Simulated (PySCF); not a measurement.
Partial charges of `[H]/N=C\CCO[SiH2]O`

Compound: C₃H₉NO₂Si.
Atom-mapped SMILES: `[H]/[N:1]=[CH:2]\[CH2:3][CH2:4][O:5][SiH2:6][OH:7]` (hydrogens: H8 on N1; H9 on C2; H10, H11 on C3; H12, H13 on C4; H14, H15 on Si6; H16 on O7)

Structure used (GFN2-xTB), in Å, numbered top down from 1:
```xyz
16
C3H9NO2Si angstrom
N      2.719    1.693   -0.513
C      1.624    1.098   -0.625
C      1.372   -0.374   -0.779
C      0.314   -0.854    0.218
O     -0.912   -0.265   -0.078
Si    -2.284   -0.328    0.798
O     -3.339    0.555   -0.051
H      3.541    1.090   -0.534
H      0.729    1.714   -0.604
H      0.997   -0.555   -1.790
H      2.295   -0.942   -0.635
H      0.621   -0.597    1.240
H      0.221   -1.946    0.160
H     -2.824   -1.681    0.871
H     -2.053    0.251    2.122
H     -3.030    1.148   -0.731
```

Density: PBE0/pcSseg-1 (PySCF); schemes: Mulliken, IAO, Hirshfeld and ESP-fitted. Isolated species at its GFN2-xTB geometry (one conformer only).

**Question.** What partial charge does each atom carry?

**Answer.** In e; atoms taken as equivalent share a row and are averaged (×n: the atom named and its like, n in all):

```tsv
atom	environment	Mulliken	IAO	Hirshfeld	ESP-fitted
N1	imine nitrogen	-0.343	-0.429	-0.240	-0.781
C2	imine carbon	+0.024	+0.048	+0.051	+0.403
C3	chain CH2 carbon	-0.228	-0.304	-0.076	-0.150
C4	sp3 carbon bound to oxygen	+0.068	-0.038	+0.015	+0.225
O5	silyl ether oxygen	-0.654	-0.659	-0.221	-0.524
Si6	oxygen-bound silicon	+0.973	+1.240	+0.455	+0.880
O7	silanol oxygen	-0.552	-0.799	-0.314	-0.697
H8	N–H hydrogen	+0.153	+0.236	+0.104	+0.375
H9	hydrogen on a C=N carbon	+0.117	+0.144	+0.041	+0.035
H10/H11	methylene hydrogen	+0.134	+0.151	+0.049	+0.050
H12/H13	methylene hydrogen	+0.116	+0.126	+0.040	+0.014
H14/H15	Si–H hydrogen	-0.154	-0.182	-0.087	-0.161
H16	hydroxyl hydrogen	+0.249	+0.372	+0.182	+0.427
```

Mean size of the charges over all atoms: IAO 0.324 e, ESP-fitted 0.309 e, Mulliken 0.260 e, Hirshfeld 0.128 e. Each set sums to the total charge, 0, to within 0.001 e. The ESP scheme is a least-squares fit of atom-centred charges to the potential on four shells outside the van der Waals surface, with the total charge fixed.

Some averages cover members that differ in this geometry: H10/H11, Mulliken +0.119 to +0.148; H10/H11, ESP-fitted +0.036 to +0.064 e.

Lowest charge. The schemes don't all agree: Mulliken O5 (-0.654); IAO O7 (-0.799); Hirshfeld O7 (-0.314); ESP-fitted N1 (-0.781).

Highest charge. All schemes agree: Mulliken Si6 (+0.973); IAO Si6 (+1.240); Hirshfeld Si6 (+0.455); ESP-fitted Si6 (+0.880).

**Question.** How closely do the schemes follow one another over all atoms?

**Answer.** Correlation coefficient and root-mean-square difference: Mulliken with IAO 0.99, 0.107 e; IAO with Hirshfeld 0.99, 0.280 e; Mulliken with Hirshfeld 0.97, 0.193 e; Hirshfeld with ESP-fitted 0.95, 0.254 e; IAO with ESP-fitted 0.91, 0.191 e; Mulliken with ESP-fitted 0.90, 0.183 e.

**Question.** Sum the charges by element, for elements with more than one atom.

**Answer.** 
```tsv
element	atoms	Mulliken	IAO	Hirshfeld	ESP-fitted
C	3	-0.136	-0.294	-0.010	+0.479
O	2	-1.206	-1.458	-0.535	-1.221
H	9	+0.711	+0.941	+0.331	+0.644
```

**Question.** How many electrons does the ESP-fitted scheme count on N1?

**Answer.** Z − q = 7 − (-0.781) = 7.781.

The run behind these numbers computed NMR shieldings as well. Time: 74 s wall, 66 s CPU; peak memory 0.76 GiB. Hardware: one thread, Intel Xeon at 2.50 GHz (x86_64), shared host with 64 logical CPUs at a one-minute load of 64.
